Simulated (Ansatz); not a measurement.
C2H9FSi2 can be A, `CC[SiH2][SiH2]F`, or B, `C[SiH]([SiH3])CF`.

Gas-phase electronic energies from Ansatz, PBE0-D4/def2-TZVP geometries. CCSD(T)/CBS is the MP2 limit (def2-TZVPP, def2-QZVPP) plus CCSD(T) − MP2 in def2-TZVPP, frozen cores. Functionals use def2-TZVPP. B3LYP here is the variant with VWN-RPA as its local correlation; programs differ in this. One conformer a species, not always the lowest.

Q: Which is lower in electronic energy at CCSD(T)/CBS, and by how much? (An estimate is asked.)

A: Computed: A, by 183.6 kJ/mol.

Q: Give E(B) − E(A) in kJ/mol with r2SCAN-D4, CCSD(T)/def2-TZVPP, PBE-D4, ωB97M-V, B3LYP, HF/def2-TZVPP, B2PLYP. (An estimate is asked.)

A: Computed: r2SCAN-D4 173.4, CCSD(T)/def2-TZVPP 180.0, PBE-D4 163.3, ωB97M-V 174.5, B3LYP 175.1, HF/def2-TZVPP 187.8, B2PLYP 180.9. None reverses the order clearly.

Largest T1 diagnostic: 0.012.

From PBE to PBE0 (25 % exact exchange), in def2-TZVPP and without D4, E(B) − E(A) moves by +6.8 kJ/mol.
